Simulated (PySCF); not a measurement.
Task: Write Cartesian coordinates for `O=C1CCCCC1` (cyclohexanone) as optimised with GFN2-xTB.

Result: 
```xyz
17
C6H10O angstrom
O      2.646    0.441   -0.153
C      1.500    0.275    0.182
C      0.500    1.402    0.297
C     -0.751    1.096   -0.531
C     -1.355   -0.242   -0.120
C     -0.331   -1.356   -0.305
C      0.926   -1.080    0.524
H      0.223    1.504    1.349
H      0.964    2.333   -0.032
H     -1.480    1.897   -0.397
H     -0.481    1.062   -1.588
H     -2.239   -0.450   -0.726
H     -1.668   -0.200    0.925
H     -0.757   -2.317   -0.009
H     -0.055   -1.424   -1.360
H      1.682   -1.848    0.351
H      0.667   -1.081    1.585
```

Any rigid rotation of these coordinates is as good. Atoms count from 1 in this order. The 6-membered ring C2–C3–C4–C5–C6–C7 has internal angles of 110.1° to 113.6° (sum 666°, against 720° for a flat polygon); it is puckered, 0.23 Å rms from its mean plane, widest ring torsion 59°.

Bonds between heavy atoms (Å): O1=C2 1.205, C2–C3 1.511, C3–C4 1.531, C4–C5 1.524, C5–C6 1.524, C6–C7 1.531, C2–C7 1.511.

The geometry is computed with GFN2-xTB (gas phase).

Point group: Cs (every atom within 0.08 Å of its image). Whether it is a minimum is left open (no frequencies). One conformer, not necessarily the lowest (O1–C2–C3–C4 126°, C2–C3–C4–C5 56°, C3–C4–C5–C6 -59°, C4–C5–C6–C7 59°).
